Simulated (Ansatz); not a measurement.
Computed with Ansatz on PBE0-D4/def2-TZVP structures; ΔE is electronic, products minus reactants. CBS: MP2 limit from def2 TZ/QZ plus the TZ coupled-cluster correction, frozen cores. This one scheme is used for every species. Functionals use def2-TZVPP. Each species was taken in one conformer, which may not be the lowest.

`C[SiH](F)CF` → `C[SiH2]F` + `[CH]F`  (formal loss of a carbene)

| level | ΔE (eV) |
| --- | --- |
| PBE-D4 | 4.16 |
| B2PLYP | 3.96 |
| MP2/def2-QZVPP | 4.21 |
| SCS-MP2/def2-QZVPP | 4.02 |

Question: What does CCSD(T)/CBS give? (Estimate.)

Answer: The calculation gave: +3.97 eV. The listed levels differ from it by 0.19, -0.01, 0.24, 0.05 eV.

Largest T1 diagnostic among the species: 0.018.

The D4 term adds +0.11 eV with B3LYP and +0.06 eV with PBE0; it sums over pairs of atoms, weighted by their polarisabilities, and B3LYP, whose exchange is more repulsive, gets the larger term. In def2-TZVPP, CCSD(T) changes the Hartree–Fock value by +0.43 eV (the triples alone add +0.03 eV) and MP2 by +0.70 eV.

B3LYP here is the variant with VWN-RPA as its local correlation; programs differ in this.
